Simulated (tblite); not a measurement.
A tight-binding relaxation on `[CH2-][C](C)[GeH2][O][SiH3]` [radical].

Computed with GFN2-xTB geometry optimisation, gas phase (tblite 0.8.0). Start geometry: from a force field or distance geometry. The command runs a driver script over a list of jobs; the input below is this job's line of settings and its coordinates in Å.

Command:
```bash
OMP_NUM_THREADS=1 python probes_run.py task.json out
```

Input:
```
{"job": {"kind": "relax", "xc": "GFN2-xTB", "basis": "xTB"}, "charge": -1, "multiplicity": 2}
C     -2.226700     1.159900     0.533700
C     -1.330300     0.021800     0.951100
C     -1.927600    -1.254000     0.394000
Ge     0.388200     0.253000     0.043800
O      1.714700     0.530100     1.239700
Si     3.175600     0.264600     0.358100
H     -3.304700     0.867000     0.556000
H     -2.088000     2.062400     1.184200
H     -1.649700    -1.284600    -0.690500
H     -3.035600    -1.283300     0.491200
H     -1.467700    -2.143000     0.858100
H      0.733000    -1.102900    -0.653700
H      0.331800     1.347700    -1.015800
H      4.113200    -0.561000     1.120200
H      2.863500    -0.458800    -0.879100
H      3.702500     1.590000     0.032700
```

Output:
```
step      E/eV     max force
  0    -526.67445    3.510
  1    -527.06933    2.293
  2    -527.18757    4.103
  3    -527.32037    0.802
  4    -527.37745    0.656
  5    -527.53215    0.794
  6    -527.59239    0.870
  7    -527.72758    0.915
  8    -527.83998    1.234
  9    -527.97586    1.277
... (127 lines left out)
137    -529.22390    0.031
138    -529.22415    0.036
139    -529.22454    0.044
140    -529.22481    0.038
141    -529.22495    0.029
142    -529.22502    0.025
143    -529.22509    0.021
144    -529.22514    0.014
145    -529.22518    0.011
146    -529.22519    0.008
```

«max force» is the largest atomic force in eV/Å.

Q: From which step on does the largest force stay under 0.1 eV/Å, and how much energy is left to gain from there?

A: From step 132 (0.061 eV/Å), 2.8 meV above the end.

Summary of the converged run: energy lowered by 58.8 kcal/mol over 146 steps; largest atomic force 0.008 eV/Å at the end.

Q: Give the final coordinates.

A: 0.859 Å rms from the input after alignment:
```
atom  x, y, z in Å
C1    -2.6267    1.0037    0.8386
C2    -1.8516    0.0155    0.4261
C3    -2.3194   -1.4033    0.4169
Ge4    0.1717    0.3201   -0.0401
O5     2.4086    0.4879   -0.1041
Si6    3.8834    0.2353    0.3291
H7    -3.6610    0.8666    1.1489
H8    -2.2625    2.0196    0.8604
H9    -2.1490   -1.8411   -0.5666
H10   -3.3807   -1.4944    0.6672
H11   -1.7396   -1.9836    1.1359
H12    0.1556   -0.4453   -1.4273
H13    0.0385    1.7819   -0.6152
H14    4.0420   -0.3719    1.6808
H15    4.6099   -0.6777   -0.5942
H16    4.6732    1.4957    0.3670
```

Q: Estimate the wall time. Hardware: one thread of an Arm Neoverse V1, shared host with 32 logical CPUs at a one-minute load of 12.

A: About 1.1 s.
Labels such as C1 count atoms from 1, the log's own numbers from 0.
